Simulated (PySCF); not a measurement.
Spinor energies of Ho³⁶⁺ (holmium, charge +36)

Start: [Ar] 3d10 4s2 4p1; 4p1/2 filled at m_j = +1/2. Calculated with PySCF 2.14 in an uncontracted even-tempered set (17 s from 3.9 bohr⁻², ratio 2.8; 13 p from 5.1 bohr⁻², ratio 2.8; 8 d from 9 bohr⁻², ratio 2.8; 4 f from 22 bohr⁻², ratio 3): generalised Hartree-Fock with the X2C-1e Hamiltonian and a Gaussian nucleus; one run each with spin-orbit coupling (SO) switched off, then screened by Boettger's factors.

```
spinor shell  electrons  ε, spin-free (eV)  ε, screened SO (eV)  weight of nominal j (screened SO)  rms radius, screened SO (bohr)
       1s1/2          2           -57443.9             -57430.4                              1.000                          0.0236
       2s1/2          2           -10993.8             -10988.9                              1.000                          0.0951
       2p1/2          2            -9912.2             -10520.1                              1.000                          0.0812
       2p3/2          4            -9912.2              -9654.0                              1.000                          0.0879
       3s1/2          2            -3611.1              -3608.8                              1.000                           0.242
       3p1/2          2            -3271.2              -3405.7                              1.000                           0.233
       3p3/2          4            -3271.2              -3212.2                              1.000                           0.246
       3d3/2          4            -2853.5              -2877.1                              1.000                           0.217
       3d5/2          6            -2853.5              -2835.0                              1.000                           0.220
       4s1/2          2            -1662.4              -1661.7                              1.000                           0.513
       4p1/2          1            -1552.9              -1593.4                              1.000                           0.503
```

```
   quantity     spin-free   screened SO
E (hartree)  -11844.43157  -11855.44253
        M_J           1/2           1/2
       ⟨J²⟩         1.098         0.752
       ⟨L²⟩         2.005         2.039
       ⟨S²⟩         0.752         0.786
```

Each row is a mean over spinors that exchange with the open shell spreads, by up to 5.825 eV (3p1/2).

Breit and QED terms are absent; they matter most for the inner s and p1/2 levels.

Densities and radii are taken from the X2C orbitals without a picture-change correction, which distorts them close to the nucleus.

Without spin-orbit coupling the j labels of p, d and f shells carry no meaning; the spin-free column gives the mean over the occupied spinors of each nl shell, and its ⟨J²⟩ belongs to a mixture of degenerate components.
